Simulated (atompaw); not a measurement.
What the settings do to the PAW (atompaw) potential of Cr (Z = 24)

Base potential:

chromium (Cr), PAW, made with atompaw 4.2.0.5 (PBEsol, scalar-relativistic). Core [Ar], reference 3d4 4s0 4p0 (charge +2). Waves: 4s (bound, empty): rc 2.55 bohr; 4s channel at -0.6 Ry: rc 2.55 bohr; 4p (bound, empty): rc 2.20 bohr; 4p channel at -0.25 Ry: rc 2.20 bohr; 3d (bound): rc 2.55 bohr; 3d channel at -0.05 Ry: rc 2.20 bohr. Local part: bessel scheme, radius 1.90 bohr. Core correction: smooth core density matched at 1.60 bohr. Augmentation charge: besselshape compensation charge, radius 2.10 bohr; PAW radius 2.55 bohr; waves and projectors: custom rrkj gramschmidtortho.

All-electron outer shells of the reference configuration (PBEsol, scalar-relativistic, ld1.x):

```tsv
shell	level (eV)	outermost node (bohr)	outermost maximum (bohr)
3p	-66.31	0.33	0.80
3d	-22.81	–	0.82
4s	-18.42	1.10	2.36
4p	-13.23	1.20	2.78
```

Cutoffs, loose and tight: the cutoffs (Ry, on a coarse ladder) from which the occupation-weighted sum of valence levels, in a spherical-Bessel basis at the reference potential, stays within 10 and 1 mRy of its value at 400 Ry. They see the waves, projectors and local potential, not the compensation charge or the core. A dash means not determined.

A true bound ghost makes a file unfit for plane-wave use even where its test errors are small: the radial tests pick states by their node count and pass the ghost by.

```tsv
change	outcome	cutoff, loose	cutoff, tight	bound ghosts
base	generated	15 Ry	21 Ry	none
functional PBE	generated	15 Ry	21 Ry	none
local potential bessel scheme, radius 1.40 bohr	generated	15 Ry	21 Ry	p
wave 3d channel at -0.05 Ry: rc 2.20 bohr becomes 3d channel at -0.05 Ry: rc 2.30 bohr	generated	15 Ry	21 Ry	none
non-relativistic	generated	15 Ry	21 Ry	none
augmentation besselshape compensation charge, radius 1.96 bohr; PAW radius 2.55 bohr; waves and projectors: custom rrkj gramschmidtortho	generated	15 Ry	21 Ry	none
core correction smooth core density matched at 2.48 bohr	generated	15 Ry	21 Ry	none
augmentation besselshape compensation charge, radius 2.10 bohr; PAW radius 2.55 bohr; waves and projectors: custom polynom gramschmidtortho	generated	15 Ry	25 Ry	p
wave 3d channel at -0.05 Ry: rc 2.20 bohr becomes 3d channel at 5.69 Ry: rc 2.20 bohr	generated	15 Ry	21 Ry	none
augmentation besselshape compensation charge, radius 2.10 bohr; PAW radius 2.55 bohr; waves and projectors: custom polynom vanderbiltortho	generated	15 Ry	25 Ry	p
```

**Question.** What comes out with this change to the base: core [Ne] 3s2, valence charge 12; reference 3p6 3d5 4s0.5 4p0; waves now 4s (bound): rc 2.90 bohr; 4s channel at 2.9 Ry: rc 2.90 bohr; 3p (bound): rc 1.50 bohr; 4p (bound): rc 2.90 bohr; 3d (bound): rc 1.35 bohr; 3d channel at 4.05 Ry: rc 1.35 bohr; local potential bessel scheme, radius 2.00 bohr; core correction smooth core density matched at 2.45 bohr; augmentation besselshape compensation charge, radius 2.60 bohr; PAW radius 2.90 bohr; waves and projectors: custom rrkj gramschmidtortho?

**Answer.** outcome: generated; cutoff, loose: 55 Ry; cutoff, tight: 100 Ry; bound ghosts: none.

**Question.** What comes out with this change to the base: local potential troulliermartins scheme with l = 3 at 1 Ry, radius 1.90 bohr?

**Answer.** outcome: generated; cutoff, loose: 15 Ry; cutoff, tight: 21 Ry; bound ghosts: p, s.

**Question.** What comes out with this change to the base: wave 3d channel at -0.05 Ry: rc 2.20 bohr becomes 3d channel at -0.05 Ry: rc 1.42 bohr?

**Answer.** outcome: generated; cutoff, loose: 15 Ry; cutoff, tight: 18 Ry; bound ghosts: none.
